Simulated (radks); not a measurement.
Dynamic dipole polarisability and lines of the copper ion Cu25+, [He] 2s2. Calculated with a radial shooting solver on a logarithmic mesh with Libxc functionals: non-relativistic Kohn-Sham, LB94 model potential, spin-polarised, spherical densities, point nucleus. Time-dependent linear response with the Hartree and adiabatic LDA kernel, continuum included through the Sternheimer equations. Lines are the poles of the dipole polarisability below minus the highest occupied eigenvalue, found on a grid refined at the orbital gaps; the lowest seven at most are given, and weak or close lines can be missed. The first line takes the name of the lowest orbital gap if no other gap lies below it; otherwise a line is named after a gap within 0.6 % of it, if that gap stands alone.

| photon energy (eV) | alpha (bohr^3) |
|---|---|
| 0 | 0.01287 |
| 199.99 | -0.001698 |
| 439.98 | 0.00006930 |
| 679.98 | 0.0003640 |
| 919.97 | 0.0005859 |
| 1160.0 | 0.001085 |
| 1400.0 | -0.02251 |
| 1639.9 | -0.0004558 |
| 1879.9 | -0.001567 |
| 2119.9 | -0.0003276 |
| 2359.9 | 0.005004 |

Lines (eV, oscillator strength): 76.343 (16.24 nm, 2s-2p), f = 0.0980; 1390.9 (0.8914 nm, 2s-3p), f = 0.772; 1853.3 (0.6690 nm, 2s-4p), f = 0.189; 2064.4 (0.6006 nm, 2s-5p), f = 0.0779; 2178.5 (0.5691 nm, 2s-6p), f = 0.0405; 2247.2 (0.5517 nm, 2s-7p), f = 0.0239; 2291.8 (0.5410 nm, unassigned), f = 0.0154. Higher lines, where found, are left out when the end of the mesh affects them. Those listed give 100 % of the static polarisability (sum of f/w^2). Orbital energy gaps for comparison: 2s-2p 54.735 eV; 2s-3p 1393.0 eV; 2s-4p 1854.0 eV; 2s-5p 2064.7 eV; 2s-6p 2178.7 eV.
